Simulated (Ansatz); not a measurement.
Be₂S was relaxed with PBE0-D4 (def2-TZVP) in Ansatz in these states: neutral quintet, neutral triplet. The geometries follow in no particular order.

A:

Cartesian coordinates in Å:
```
Be -0.7453 0.8230 0.7181
Be -0.1525 -0.3899 -1.2543
S 0.8977 -0.4332 0.5362
```

B:

Cartesian coordinates in Å:
```
Be 1.1139 -0.8105 0.4403
Be -0.3759 1.2094 -0.6984
S -0.7380 -0.3988 0.2581
```

Question: Judge from the bond lengths which geometry belongs to which state (an estimate).

Answer: A is the neutral quintet (Be1–Be2 2.390 Å, Be1–S3 2.076 Å, Be2–S3 2.076 Å); B is the neutral triplet (Be1–Be2 2.756 Å, Be1–S3 1.906 Å, Be2–S3 1.906 Å).

At PBE0-D4/def2-TZVP a broken-symmetry singlet lies 3.82 eV below the neutral quintet. At PBE0-D4/def2-TZVP a broken-symmetry singlet lies 0.14 eV below the neutral triplet. These are the stationary points nearest to one start from a short search; other shapes may lie lower in each state.
